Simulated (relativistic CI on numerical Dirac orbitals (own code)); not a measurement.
Ta44+: q coefficients and field-shift factors

These numbers are calculated, not measured: Dirac-Coulomb-Breit CI, orbitals from a KLI potential per configuration, derivatives by finite differences, unscaled Slater integrals, QED left out (own radial code, finite nucleus).

Configurations in the expansion (outside the closed core [Ar] 3d10): 4s, 4p, 4d, 4f, 5s, 5p, 5d, 5f. Levels of other configurations are missing.

With x = (α/α₀)² − 1 an excitation energy changes as ω = ω₀ + qx; K = 2q/ω₀ is the relative enhancement. Terms are leading LS components, so labels can repeat. The field-shift factor is F = δν/δ⟨r²⟩ for the transition from the lowest level.

Lowest level 4s ²S1/2.

| Level | ω₀ (cm⁻¹) | q (cm⁻¹) | K | F (GHz/fm²) |
| --- | --- | --- | --- | --- |
| 4p ²P°1/2 | 778321 | 125300 | 0.322 | -1910 |
| 4p ²P°3/2 | 1537042 | 1.038e+06 | 1.35 | -2020 |
| 4d ²D3/2 | 2727049 | 1.088e+06 | 0.798 | -2010 |
| 4d ²D5/2 | 2887948 | 1.253e+06 | 0.868 | -2010 |
| 4f ²F°5/2 | 4159087 | 1.244e+06 | 0.598 | -1980 |
| 4f ²F°7/2 | 4198784 | 1.282e+06 | 0.611 | -1980 |
| 5s ²S1/2 | 7493965 | 661900 | 0.177 | -1050 |
| 5p ²P°1/2 | 7871447 | 715500 | 0.182 | -1930 |
| 5p ²P°3/2 | 8227325 | 1.14e+06 | 0.277 | -1990 |
| 5d ²D3/2 | 8793964 | 1.163e+06 | 0.264 | -1980 |
| 5d ²D5/2 | 8871751 | 1.242e+06 | 0.28 | -1980 |
| 5f ²F°5/2 | 9435141 | 1.238e+06 | 0.262 | -1970 |
| 5f ²F°7/2 | 9458347 | 1.261e+06 | 0.267 | -1970 |

At this charge energies of transitions that change n are usually good to better than 1 %, and those within a shell (Δn = 0) to a few per cent.
